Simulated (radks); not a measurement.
Isoelectronic series with 10 electrons, each ion in its NIST ground configuration. All-electron calculation, Dirac Kohn-Sham, PBE, spin-unpolarised, spherical densities, point nucleus. Program: a radial shooting solver on a logarithmic mesh with Libxc functionals. Total energies (hartree) and mean radii <r> (bohr):

\begin{tabular}{lrrrr}
ion & configuration & E (hartree) & 2p3/2 & 2p1/2 \\ \hline
Ne & [Ne] & -129.01350 & 0.9826 & 0.9795 \\
Al3+ & [Ne] & -240.72144 & 0.5981 & 0.5959 \\
S6+ & [Ne] & -388.89484 & 0.4363 & 0.4341 \\
K9+ & [Ne] & -573.66524 & 0.3444 & 0.3421 \\
Ti12+ & [Ne] & -795.26284 & 0.2847 & 0.2822 \\
Mn15+ & [Ne] & -1053.98166 & 0.2428 & 0.2400 \\
Ni18+ & [Ne] & -1350.17409 & 0.2116 & 0.2085 \\
Ga21+ & [Ne] & -1684.25106 & 0.1875 & 0.1842 \\
Se24+ & [Ne] & -2056.68442 & 0.1683 & 0.1647 \\
Rb27+ & [Ne] & -2468.01025 & 0.1526 & 0.1488 \\
Zr30+ & [Ne] & -2918.83328 & 0.1396 & 0.1355 \\
Tc33+ & [Ne] & -3409.83205 & 0.1286 & 0.1242 \\
Pd36+ & [Ne] & -3941.76504 & 0.1192 & 0.1145 \\
In39+ & [Ne] & -4515.47794 & 0.1110 & 0.1060 \\
Te42+ & [Ne] & -5131.91204 & 0.1039 & 0.09860 \\
Cs45+ & [Ne] & -5792.1142 & 0.09756 & 0.09200 \\
\end{tabular}
